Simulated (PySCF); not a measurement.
Radial density of Ar⁺ (argon, charge +1)

M06-L, [Ne] 3s2 3p5, 2P determinant. Computed with PySCF 2.14 in jorge-DZP-DKH (7s4p1d, 24 functions), with scalar relativity by spin-free X2C-1e.

| r (bohr) | 4πr²ρ (e/bohr) | 4πr²(ρα − ρβ) |
| --- | --- | --- |
| 0.00122 | 0.08658 | 0.0000 |
| 0.00205 | 0.2307 | 0.0000 |
| 0.00344 | 0.5868 | 0.0000 |
| 0.00579 | 1.460 | 0.0001 |
| 0.00974 | 3.464 | 0.0001 |
| 0.0164 | 7.524 | 0.0004 |
| 0.0275 | 13.99 | 0.0017 |
| 0.0463 | 20.10 | 0.0078 |
| 0.0779 | 19.52 | 0.0338 |
| 0.131 | 14.55 | 0.1061 |
| 0.221 | 18.76 | 0.1785 |
| 0.371 | 18.80 | 0.0658 |
| 0.624 | 6.138 | 0.0801 |
| 1.05 | 5.287 | 0.7127 |
| 1.77 | 3.468 | 0.5223 |
| 2.97 | 0.3708 | 0.0399 |
| 4.99 | 0.005368 | 0.0004 |

Densities and radii are taken from the X2C orbitals without a picture-change correction, which distorts them close to the nucleus.
